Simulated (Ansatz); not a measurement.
PBE exchange is replaced step by step with exact exchange (0 % is PBE, 25 % PBE0; no dispersion term), basis def2-TZVPD, Ansatz. System: K2O2⁻ (the lowest doublet isomer of a short search). Charge -1, multiplicity 2. Geometry: r2SCAN-D4/def2-TZVPD.

Geometry of the doublet:

```tsv
atom	x (Å)	y (Å)	z (Å)
K1	-1.323	-1.185	-1.642
K2	1.313	1.174	1.628
O3	0.262	0.418	-0.498
O4	-0.252	-0.407	0.512
```

The structure holds 1 bond(s) between oxygen atoms. At PBE-D4/def2-TZVPD, PBE with 5 % exact exchange/def2-TZVPD, PBE with 10 % exact exchange/def2-TZVPD, PBE with 15 % exact exchange/def2-TZVPD and others the charge -1 doublet is spin-contaminated (final ⟨S²⟩ up to 1.76, 0.75 for a pure state). At PBE-D4/def2-TZVPD, PBE with 5 % exact exchange/def2-TZVPD, PBE with 10 % exact exchange/def2-TZVPD, PBE with 15 % exact exchange/def2-TZVPD and others the highest occupied level of the charge -1 doublet lies above zero (up to 0.73 eV). Its loss leaves the charge 0 singlet, which lies 0.53 eV higher (vertical, at PBE-D4/def2-TZVPD), but this difference is unsure: the singlet is doubtful (geometry relaxed on an unsound state). At PBE-D4/def2-TZVPD, PBE with 5 % exact exchange/def2-TZVPD an occupied level of the charge -1 doublet lies above an empty one (by up to 0.25 eV), so this SCF solution is probably not the lowest. At PBE-D4/def2-TZVPD the gap within one spin of the charge -1 doublet nearly closes, so an electron or hole may be smeared out by delocalisation error. The geometry of the doublet was relaxed on an unsound state (⟨S²⟩ 1.38, where a pure state has 0.75). The order of the spin states hangs on the level: the quartet lies 0.14 eV below the doublet at PBE0-D4/def2-TZVPD, but 0.15 eV above it at PBE-D4/def2-TZVPD. The doublet is doubtful at PBE0-D4/def2-TZVPD (⟨S²⟩ 1.60, where a pure state has 0.75). The doublet is doubtful at PBE-D4/def2-TZVPD (⟨S²⟩ 1.33, where a pure state has 0.75). The structure comes from a short search, and lower isomers may exist.

HOMO and LUMO are taken over both spins.

```json
{"exact exchange (%)": "0", "HOMO (eV)": "0.73", "LUMO (eV)": "0.48", "gap (eV)": "-0.25", "⟨S²⟩": "1.327"}
{"exact exchange (%)": "5", "HOMO (eV)": "0.67", "LUMO (eV)": "0.51", "gap (eV)": "-0.16", "⟨S²⟩": "1.383"}
{"exact exchange (%)": "10", "HOMO (eV)": "0.59", "LUMO (eV)": "0.56", "gap (eV)": "-0.04", "⟨S²⟩": "1.438"}
{"exact exchange (%)": "15", "HOMO (eV)": "0.50", "LUMO (eV)": "0.63", "gap (eV)": "0.13", "⟨S²⟩": "1.485"}
{"exact exchange (%)": "25", "HOMO (eV)": "0.25", "LUMO (eV)": "0.80", "gap (eV)": "0.55", "⟨S²⟩": "1.599"}
{"exact exchange (%)": "35", "HOMO (eV)": "-0.07", "LUMO (eV)": "1.10", "gap (eV)": "1.17", "⟨S²⟩": "1.750"}
{"exact exchange (%)": "50", "HOMO (eV)": "-0.31", "LUMO (eV)": "1.91", "gap (eV)": "2.22", "⟨S²⟩": "1.757"}
```
